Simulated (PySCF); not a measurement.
PySCF input file for thionyl fluoride cation (F2OS), SMILES FS(F)=O (connectivity only; charge and spin as stated), charge +1, multiplicity 2, PBE0/pcH-1. Geometry optimised at PBE0-D3(BJ)/def2-TZVP. The spin state was assumed, not searched.

```python
import numpy as np
from pyscf import gto, scf, dft
from pyscf.prop.hfc import uks as hfc
from pyscf.prop.gtensor import uks as gtensor

mol = gto.M(
    atom='''
    O     1.43015751    0.23249564    0.00000000
    S     0.11680790   -0.29455061   -0.00000000
    F    -0.73945481    0.15849137   -1.15280460
    F    -0.73945481    0.15849136    1.15280460
    ''',
    basis='pcH-1',
    charge=1,
    spin=1,
    max_memory=1600,
    verbose=3,
)
mf = dft.UKS(mol, xc='pbe0')
mf.grids.level = 3
mf.conv_tol = 1e-10
mf.max_cycle = 100
mf.kernel()
fine, coarse = mf.grids, dft.Grids(mol).set(level=1).build(with_non0tab=True)
for _ in range(3):  # follow internal instabilities
    mf.grids = coarse
    mo, _, stable, _ = mf.stability(return_status=True, nroots=4)
    mf.grids = fine
    if stable:
        break
    mf.kernel(mf.make_rdm1(mo, mf.mo_occ))
A = hfc.HFC(mf).make_fcdip(mf.make_rdm1())  # Fermi contact and dipolar terms, MHz
print('atom   A(iso)/MHz   principal dipolar parts/MHz')
for i, a in enumerate(A):
    w = np.linalg.eigvalsh((a + a.T) / 2)
    print(f'{mol.atom_symbol(i):2s}{i + 1:3d} {w.mean():12.2f}', (w - w.mean()).round(2))
gt = gtensor.GTensor(mf)
gt.dia_soc2e, gt.para_soc2e, gt.so_eff_charge = None, None, True
gt.max_cycle_cphf = 60
g = gt.kernel()
```

Program output:

```

WARN: HOMO -0.301692176622197 >= LUMO -0.301692176622211

converged SCF energy = -672.192379956027  <S^2> = 0.75787886  2S+1 = 2.0078634
<class 'pyscf.dft.uks.UKS'> wavefunction is stable in the internal stability analysis
atom   A(iso)/MHz   principal dipolar parts/MHz
O   1        -5.56 [-151.43   74.93   76.5 ]
S   2       412.48 [-39.32 -30.7   70.03]
F   3       165.90 [-243.5  -229.81  473.32]
F   4       165.90 [-243.5  -229.81  473.32]
SOC(1e)/OZ [ 0.0001502  -0.00074908  0.00594824]
free electron g 2.00231930436182
g-tensor total [2.00060538 2.00301264 2.00806461]
g-shift (ppt) [-1.71392182  0.69333767  5.74530621]
```

Self-consistency was reached.

Cost: very roughly 20 core-seconds.
